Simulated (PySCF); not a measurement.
ClFGeH2. Atoms are numbered in the order given.

```xyz
5

Ge     0.3689     0.4311     0.0000
F     -1.0896     1.3819     0.0000
Cl    -0.2470    -1.6297     0.0000
H      1.0997     0.7359     1.3081
H      1.0997     0.7359    -1.3081
```
Charge 0, spin multiplicity 1.

Geometry optimised at B3LYP-D3(BJ)/def2-TZVP.

Level of theory: TDDFT-PBE0/def2-SVPD (PySCF 2.14.0).

Vertical excitations. Gas-phase values at a fixed geometry. State labels are in the subgroup Cs.

Q: List the lowest excited states. (Estimate from the structure and the level; the computed values follow.)

A: 
```tsv
state	symmetry	energy (eV)	λ (nm)	f	main pairs
S1	A"	7.14	174	0.029	HOMO→LUMO 95 %
S2	A'	7.43	167	0.016	HOMO−1→LUMO 97 %
S3	A"	7.46	166	0.000	HOMO→LUMO+1 97 %
S4	A'	8.01	155	0.006	HOMO−1→LUMO+1 90 %
S5	A"	8.26	150	0.007	HOMO→LUMO+2 95 %
S6	A"	8.59	144	0.010	HOMO−2→LUMO 70 %, HOMO−2→LUMO+1 23 %
S7	A'	8.61	144	0.017	HOMO−1→LUMO+2 99 %
S8	A"	8.67	143	0.001	HOMO−2→LUMO+1 74 %, HOMO−2→LUMO 22 %
S9	A'	8.81	141	0.021	HOMO−3→LUMO+1 94 %
S10	A'	9.10	136	0.240	HOMO−3→LUMO 74 %
T1	A"	6.54	190	0	HOMO→LUMO 96 %
T2	A'	6.88	180	0	HOMO−1→LUMO 95 %
T3	A"	7.20	172	0	HOMO→LUMO+1 92 %
T4	A'	7.55	164	0	HOMO−1→LUMO+1 89 %
```
Triplets are in the Tamm–Dancoff approximation, which puts them higher than full response would, so one can lie above its singlet here.
